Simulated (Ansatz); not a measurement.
Total energies of the cluster Ti2O5H2 (the lowest singlet isomer of a short search) from Ansatz at PBE0-D4/def2-TZVPD, gas phase (1 Eh = 27.2114 eV = 2625.5 kJ/mol). The reference geometry is relaxed at PBE-D4/def2-SVP.

```xyz
9

Ti   -0.760    0.363    0.863
Ti    0.755   -0.370   -0.866
O     0.455   -0.864    1.077
O    -1.980    0.853    2.110
O     1.802   -0.908   -2.244
O    -1.093   -0.369   -0.807
O     0.705    1.244   -0.216
H     2.427   -0.591   -2.915
H    -2.311    0.642    2.998
```

| state | geometry | energy (Eh) |
| --- | --- | --- |
| charge 0 singlet | reference | -2075.97218 |
| charge -1 doublet | reference | -2076.00659 |
| free Ti atom (triplet) | – | -849.14320 |
| free O atom (triplet) | – | -75.01925 |
| free H atom (doublet) | – | -0.50104 |

(1) Work out the vertical electron affinity, to the doublet.

(2) What is the binding energy per atom against free atoms?

(1) E(charge 0 singlet) − E(charge -1 doublet) = -2075.97218 − (-2076.00659) = 0.03441 Eh = 0.94 eV.

(2) Atoms: 2 × (-849.14320) + 5 × (-75.01925) + 2 × (-0.50104) = -2074.38473 Eh. Binding: -2074.38473 − (-2075.97218) = 1.58745 Eh = 43.20 eV, or 4.80 eV for each of 9 atoms (no zero-point energy, no counterpoise term).

At PBE0-D4/def2-TZVPD the highest occupied level of the charge -1 doublet lies above zero (up to 0.80 eV). By energy differences its removal costs 0.94 eV (vertical, to the charge 0 singlet, at PBE0-D4/def2-TZVPD); a positive level beside a positive removal energy at the same level points to self-interaction error. 

The structure comes from a short search, and lower isomers may exist.
